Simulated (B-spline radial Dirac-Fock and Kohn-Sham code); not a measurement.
**Subshell cross sections of S¹⁰⁺, photon energy 3490 eV**

System: the S¹⁰⁺ ion, [He] 2s2 2p2.

Input file task.json (cfg lists n, l and occupation; rrms is the nuclear radius in fm):

```json
{"items": [{
  "Z": 16,
  "q": 10,
  "cfg": [[1, 0, 2], [2, 0, 2], [2, 1, 2]],
  "A": 32,
  "rrms": 3.2611,
  "do": ["binding", "quiet", "photo"],
  "hv": [131.0, 200, 261.0, 660.0, 2000, 3490.0, 4000, 5414.7, 6000, 6410.0, 8640.0, 12000, 15700.0, 17479.3, 30000, 154000.0]
}]}
```

Command: `python xray_run.py task.json out`

Calculated with an atomic code on a B-spline grid, using the independent-particle Dirac-Slater model, thresholds from Dirac-Fock. The asymmetry parameter β is from the dipole term alone. Kinetic energies are from the vacuum level. Open shells are spread statistically over j, without multiplet splitting.

The last column is dσ/dΩ = σ/(4π) · [1 − (β/2) P₂(cos θ)] at θ = 90° from the beam of unpolarised light.

```tsv
subshell	electrons	binding (eV)	kinetic (eV)	σ (kb)	β	dσ/dΩ (kb/sr)
1s	2	2888.6	601.4	46.3	2.00	5.52
2s	2	537.1	2952.9	3.37	2.00	0.402
2p1/2	0.67	502.4	2987.6	0.218	0.77	0.0206
2p3/2	1.33	500.7	2989.3	0.423	0.76	0.0401
```

Branching ratios of the spin-orbit partners (statistical value in brackets): 2p 1.94 (2.00).
